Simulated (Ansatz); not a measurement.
Program: Ansatz. Geometries: PBE0-D4/def2-TZVP. ΔE: electronic, gas phase. CCSD(T)/CBS adds triple-zeta CCSD(T) − MP2 to the extrapolated MP2 energy (def2 sets, frozen cores). This one scheme is used for every species. DFT in def2-TZVPP.

Consider the substitution at a C–Si bond: `[SiH3]C1(Cl)O[SiH2]1` + HCl → `ClC1(Cl)O[SiH2]1` + SiH₄.

```
             level  ΔE (kcal/mol)
           ωB97M-V           14.3
CCSD(T)/def2-TZVPP           15.3
```

Question: What does CCSD(T)/CBS give? (Best estimate.)

Answer: The calculation gave: +15.4 kcal/mol. The listed levels differ from it by -1.1, -0.1 kcal/mol.

Largest T1 diagnostic among the species: 0.015.

From BLYP to BHLYP (50 % exact exchange), in def2-TZVPP and without D4, ΔE moves by +1.8 kcal/mol. At CCSD(T), def2-SVP lies −2.0 kcal/mol from the extrapolated value and def2-TZVPP −0.1 kcal/mol. Leaving LDA and LC-ωPBE aside and taking each functional with its dispersion term where it has one, the values, not all of them listed here, spread over 2.1 kcal/mol, from revPBE-D4 to BHLYP-D4.

CCSD(T)/CBS has its own doubt, a few kJ/mol and more with outer-core shells, so smaller differences from it don't rank the levels.
